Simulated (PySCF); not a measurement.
C₆ coefficients of unlike pairs at PBE0

Calculated with PySCF 2.14 from the dipole response of each species, C₆(A,B) = (3/π) ∫ α_A(iu) α_B(iu) du, in atomic units, from isotropic polarisabilities. For ions this is the dispersion term alone; charge-induced terms of lower order in 1/R come first.

| species | configuration | basis | relativity | α (bohr³) | C₆ (like pair) |
| --- | --- | --- | --- | --- | --- |
| Sr | [Kr] 5s2 (1S) | def2-QZVPPD with the def2 core potential (28 electrons) (7s5p4d3f) | core potential | 203.1 | 3331 |
| C³⁺ | [He] 2s1 (2S) | aug-cc-pwCVDZ (5s4p2d) | none | 3.184 | 2.548 |
| Ar | [Ar] (1S) | aug-cc-pVTZ-DK (6s5p3d2f) | spin-free X2C | 10.99 | 64.81 |
| K⁺ | [Ar] (1S) | aug-cc-pwCVTZ-X2C with one added diffuse shell each of s, p, d, f type (10s9p7d4f) | spin-free X2C | 5.545 | 23.63 |

**Question.** Estimate C₆ for K⁺ with Ar.

**Answer.** The integral gives 38.62. The combination rule 2 C_A C_B / (C_A α_B/α_A + C_B α_A/α_B) gives 38.51 and the geometric mean 39.14.

No spin-orbit coupling is included.

The other pairs:

```csv
pair,C₆
"Ar, Sr",331.8
"Ar, C³⁺",12.05
"C³⁺, Sr",80.84
"K⁺, Sr",178.2
"K⁺, C³⁺",6.799
```
